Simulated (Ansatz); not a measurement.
C2H3NSi, SMILES `N#C[C][SiH3]` (excited singlet) (charge 0, multiplicity 1). This singlet is an excited state, 0.96 eV above the relaxed triplet at the level B3LYP/cc-pVTZ // PBE0-D3(BJ)/def2-TZVP (Ansatz, a quantum-chemistry and plane-wave program).

Method: frozen-core CCSDTQ/6-31g // PBE0-D3(BJ)/def2-TZVP (Ansatz).

Ansatz 0.2 input:
```yaml
crystal:
  periodic: [false, false, false]
  atoms:
    - { symbol: N, position_ang: [2.725446, -0.929452, 0.545885] }
    - { symbol: C, position_ang: [1.784098, -0.41955, 0.049239] }
    - { symbol: C, position_ang: [0.77684, 0.189693, -0.594652] }
    - { symbol: Si, position_ang: [-0.974413, 0.312898, -0.042968] }
    - { symbol: H, position_ang: [-1.2509, 0.193694, 1.412402] }
    - { symbol: H, position_ang: [-1.476907, -0.889983, -0.772734] }
    - { symbol: H, position_ang: [-1.584165, 1.5427, -0.597173] }
basis:
  gaussian: { orbitals: "6-31g" }
correlation:
  method: ccsdtq
```

Output:

```
Functional definition: HF
1079 factors; integrals over basis functions are off by at most 1.2e-7 eV
mean field evaluation 1: about -11441.9376 eV, gradient 2.8e1 eV
mean field evaluation 2: about -11441.9535 eV, gradient 2.8e1 eV
mean field evaluation 4: about -11444.6591 eV, gradient 4.0e0 eV
mean field evaluation 8: about -11444.7827 eV, gradient 1.0e-1 eV
mean field evaluation 16: about -11443.1574 eV, gradient 2.6e1 eV
mean field evaluation 32: about -11443.4968 eV, gradient 2.7e0 eV
mean field evaluation 64: about -11443.1962 eV, gradient 1.4e-3 eV
mean field -11444.78292757 eV, -420.5880150358 hartree, gradient 2.2e-6 eV, S^2 0.000000; 4 other end points of the search recorded, 0 dependent functions left out; unrestricted orbitals would lower it
determinant -11444.78292757 eV, -420.5880150358 hartree, with singles and doubles -11454.29862435 eV, -420.9377104425 hartree
determinant -11443.19624441 eV, -420.5297055051 hartree, with singles and doubles -11452.80881313 eV, -420.8829608900 hartree
8 core orbitals not correlated
reference -11444.78292757 eV, -420.5880150358 hartree; 10, 10 occupied and 28, 28 virtual orbitals, 1079 factors
second order -8.67487326 eV of doubles, -0.00000000 eV of singles
cycle   1  -8.81308620 eV  change   -1.4e-1 eV  update   1.4e-1
cycle   2  -9.57751792 eV  change   -7.6e-1 eV  update   7.1e-2
cycle   3  -9.93189106 eV  change   -3.5e-1 eV  update   3.8e-2
cycle   4  -9.95233337 eV  change   -2.0e-2 eV  update   1.8e-2
cycle   5  -9.97957643 eV  change   -2.7e-2 eV  update   1.2e-2
cycle   6  -9.98626478 eV  change   -6.7e-3 eV  update   8.5e-3
cycle   7  -9.99012682 eV  change   -3.9e-3 eV  update   7.2e-3
cycle   8  -9.99902091 eV  change   -8.9e-3 eV  update   5.8e-3
cycle   9  -10.00966318 eV  change   -1.1e-2 eV  update   4.4e-3
cycle  10  -10.00919756 eV  change    4.7e-4 eV  update   2.6e-3
cycle  11  -10.00852673 eV  change    6.7e-4 eV  update   1.7e-3
cycle  12  -10.01117888 eV  change   -2.7e-3 eV  update   9.5e-4
cycle  13  -10.00945674 eV  change    1.7e-3 eV  update   5.5e-4
cycle  14  -10.00958415 eV  change   -1.3e-4 eV  update   3.2e-4
cycle  15  -10.00982741 eV  change   -2.4e-4 eV  update   2.0e-4
cycle  16  -10.00971094 eV  change    1.2e-4 eV  update   1.4e-4
cycle  17  -10.00976644 eV  change   -5.6e-5 eV  update   1.1e-4
cycle  18  -10.00978186 eV  change   -1.5e-5 eV  update   9.5e-5
cycle  19  -10.00974725 eV  change    3.5e-5 eV  update   7.9e-5
cycle  20  -10.00973893 eV  change    8.3e-6 eV  update   7.0e-5
cycle  21  -10.00975112 eV  change   -1.2e-5 eV  update   5.9e-5
cycle  22  -10.00975280 eV  change   -1.7e-6 eV  update   5.2e-5
cycle  23  -10.00976538 eV  change   -1.3e-5 eV  update   4.2e-5
cycle  24  -10.00977457 eV  change   -9.2e-6 eV  update   3.1e-5
cycle  25  -10.00977152 eV  change    3.0e-6 eV  update   2.0e-5
cycle  26  -10.00974602 eV  change    2.5e-5 eV  update   1.3e-5
cycle  27  -10.00975053 eV  change   -4.5e-6 eV  update   9.1e-6
cycle  28  -10.00974189 eV  change    8.6e-6 eV  update   6.9e-6
cycle  29  -10.00973288 eV  change    9.0e-6 eV  update   5.1e-6
cycle  30  -10.00973471 eV  change   -1.8e-6 eV  update   3.8e-6
cycle  31  -10.00973720 eV  change   -2.5e-6 eV  update   2.5e-6
Total energy: -11454.79266478 eV, -420.9558660932 hartree
```
